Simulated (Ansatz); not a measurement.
C₂H₈O₂Si (`OCCO[SiH3]`). Total charge 0; spin multiplicity 1. All single points use the PBE0-D4/def2-TZVP geometry. It is one conformer, not always the lowest.

```xyz
13

O    -1.774   -0.612    1.482
C    -0.385   -0.540    1.676
C     0.283    0.302    0.618
O     0.020   -0.293   -0.641
Si    0.552    0.361   -2.055
H    -1.911   -0.900    0.574
H     0.070   -1.541    1.677
H    -0.217   -0.091    2.659
H    -0.124    1.321    0.643
H     1.364    0.352    0.804
H     0.065   -0.529   -3.133
H     2.040    0.432   -2.071
H     0.016    1.738   -2.233
```

(1) What is the dipole moment at r2SCAN/def2-TZVPP? (An estimate is asked.)

(2) And with PBE, B3LYP, ωB97M-V? (Best estimate.)

(3) Give the Mulliken charges with r2SCAN, B3LYP, PBE in def2-TZVPP. (Estimate.)

Results:

(1) Ansatz gave: 1.58 D, with components (1.45, 0.40, -0.50) D in this frame, pointing from negative to positive charge.

(2) Computed: PBE 1.53 D, B3LYP 1.69 D, ωB97M-V 1.68 D.

(3) Computed: 
| atom | r2SCAN | B3LYP | PBE |
| --- | --- | --- | --- |
| O1 | -0.38 | -0.36 | -0.32 |
| C2 | 0.17 | 0.07 | 0.04 |
| C3 | 0.07 | 0.00 | -0.03 |
| O4 | -0.41 | -0.40 | -0.33 |
| Si5 | 0.44 | 0.42 | 0.34 |
| H6 | 0.20 | 0.19 | 0.19 |
| H7 | 0.02 | 0.06 | 0.06 |
| H8 | 0.02 | 0.07 | 0.06 |
| H9 | 0.06 | 0.09 | 0.09 |
| H10 | 0.04 | 0.08 | 0.07 |
| H11 | -0.07 | -0.06 | -0.05 |
| H12 | -0.08 | -0.08 | -0.06 |
| H13 | -0.08 | -0.07 | -0.06 |

B3LYP here is the variant with VWN-RPA as its local correlation; programs differ in this.
